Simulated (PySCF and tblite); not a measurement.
The numbers below are computed, except where a source is named.
System: 2,6-difluorophenol, C₆H₄F₂O, numbered as in [OH:1][c:2]1[c:3]([F:4])[cH:5][cH:6][cH:7][c:8]1[F:9].

For the rotation about the C2–O1 bond (torsion C3–C2–O1–H from 0° to 180°, rising): electronic barrier 3.23 kcal/mol, zero-point change -0.77 kcal/mol, thermal and entropy terms at 200 K a further 0.00 kcal/mol (symmetry numbers apart). The minimum is Cs, the saddle Cs. Level: PBE0/pcSseg-1 + D3(BJ), IEF-PCM acetone on GFN2-xTB stationary points, with GFN2-xTB thermal terms. Rate constants are transition-state-theory values, counting equivalent paths, without tunnelling. Run with tblite and PySCF.

(1) How many equivalent paths lead out of the minimum?

(2) Work out the rate at 200 K.

Results:

(1) 2: the symmetry number of the minimum is 1, that of the saddle displaced along its mode 1, and the displaced saddle is chiral while the minimum is not, which doubles the count.

(2) ΔG‡ = 2.46 kcal/mol; k_B T/h = 4.2×10¹² s⁻¹; exp(−ΔG‡/RT) = 0.0021; times 2 gives k = 1.7×10¹⁰ s⁻¹.
